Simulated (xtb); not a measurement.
H6PSi2, doublet, geometry from GFN2-xTB; GFN2-xTB (xtb).

xtb was given this input:
```
$ xtb mol.xyz --gfn 2 --uhf 1 --grad --json

# file mol.xyz
9

Si     1.71516953    -0.02407226     0.40586516
P     -0.01171265    -0.32688551    -0.96401839
Si    -1.70604912     0.27861140     0.34479646
H      2.90877293    -0.43611419    -0.32837985
H      1.82873691     1.38396675     0.79412636
H      1.57325971    -0.83041285     1.62069765
H     -1.80072187    -0.60210178     1.51167243
H     -2.91838096     0.16796599    -0.46241631
H     -1.54366261     1.65643084     0.81531288
```

Output, abridged:

```
   ID    Z sym.   atoms
    1   14 Si     1, 3
    2   15 P      2
    3    1 H      4-9

           -------------------------------------------------
          |                Calculation Setup                |
           -------------------------------------------------

           -------------------------------------------------
          |                 G F N 2 - x T B                 |
           -------------------------------------------------

          ...................................................
          :                      SETUP                      :
          :.................................................:
          :  # basis functions                  36          :
          :  # atomic orbitals                  33          :
          :  # shells                           15          :
          :  # electrons                        19          :
          :  max. iterations                   250          :
          :  Hamiltonian                  GFN2-xTB          :
          :  restarted?                      false          :
          :  GBSA solvation                  false          :
          :  PC potential                    false          :
          :  electronic temp.          300.0000000     K    :
          :  accuracy                    1.0000000          :
          :  -> integral cutoff          0.2500000E+02      :
          :  -> integral neglect         0.1000000E-07      :
          :  -> SCF convergence          0.1000000E-05 Eh   :
          :  -> wf. convergence          0.1000000E-03 e    :
          :  Broyden damping             0.4000000          :
          :  net charge                          0          :
          :  unpaired electrons                  1          :
          ...................................................

 iter      E             dE          RMSdq      gap      omega  full diag
   1     -8.9146894 -0.891469E+01  0.907E+00    4.77       0.0  T
   2     -9.0705619 -0.155872E+00  0.320E+00    3.65       1.0  T
   3     -9.0723456 -0.178375E-02  0.198E+00    3.94       1.0  T
   4     -9.0728713 -0.525651E-03  0.539E-01    3.92       1.0  T
   5     -9.0728756 -0.433725E-05  0.390E-01    3.97       1.0  T
   6     -9.0730488 -0.173176E-03  0.102E-01    3.91       1.0  T
   7     -9.0730633 -0.145265E-04  0.401E-02    3.93       1.0  T
   8     -9.0730652 -0.183428E-05  0.186E-02    3.92       1.8  T
   9     -9.0730652 -0.552416E-07  0.815E-03    3.92       4.1  T
[...]
         :: total energy              -9.001329947656 Eh    ::
[...]
     2  15 P        1.859    -0.349   198.033    26.584
     3  14 Si       3.690     0.448    98.527    19.014
     4   1 H        0.919    -0.088     5.155     3.551
     5   1 H        0.918    -0.092     5.308     3.603
     6   1 H        0.918    -0.093     5.311     3.604
     7   1 H        0.918    -0.092     5.308     3.603
     8   1 H        0.919    -0.088     5.155     3.551
     9   1 H        0.918    -0.093     5.311     3.604

 Mol. C6AA /au·bohr⁶  :       2256.873962
 Mol. C8AA /au·bohr⁸  :     102209.559631
 Mol. α(0) /au        :         86.128883

Wiberg/Mayer (AO) data.
largest (>0.10) Wiberg bond orders for each atom

 ---------------------------------------------------------------------------
     #   Z sym  total        # sym  WBO       # sym  WBO       # sym  WBO
 ---------------------------------------------------------------------------
     1  14 Si   3.728 --     2 P    1.035     4 H    0.888     6 H    0.880
                             5 H    0.880
     2  15 P    2.343 --     3 Si   1.035     1 Si   1.035
     3  14 Si   3.728 --     2 P    1.035     8 H    0.888     9 H    0.880
                             7 H    0.880
     4   1 H    0.992 --     1 Si   0.888
     5   1 H    0.991 --     1 Si   0.880
     6   1 H    0.991 --     1 Si   0.880
     7   1 H    0.991 --     3 Si   0.880
     8   1 H    0.992 --     3 Si   0.888
     9   1 H    0.991 --     3 Si   0.880
 ---------------------------------------------------------------------------

Topologies differ in total number of bonds
Writing topology from bond orders to xtbtopo.mol

molecular dipole:
                 x           y           z       tot (Debye)
 q only:        0.007       0.195       0.574
   full:        0.007       0.209       0.617       1.656
molecular quadrupole (traceless):
                xx          xy          yy          xz          yz          zz
 q only:        2.661      -0.294      -0.660       0.041      -0.510      -2.001
  q+dip:        0.808       0.020       0.922      -0.042      -1.017      -1.730
   full:        1.530       0.019       1.378      -0.067      -1.642      -2.908

           -------------------------------------------------
          | TOTAL ENERGY               -9.001329947656 Eh   |
          | GRADIENT NORM               0.000025960194 Eh/α |
          | HOMO-LUMO GAP               3.921994299402 eV   |
           -------------------------------------------------

normal termination of xtb
```
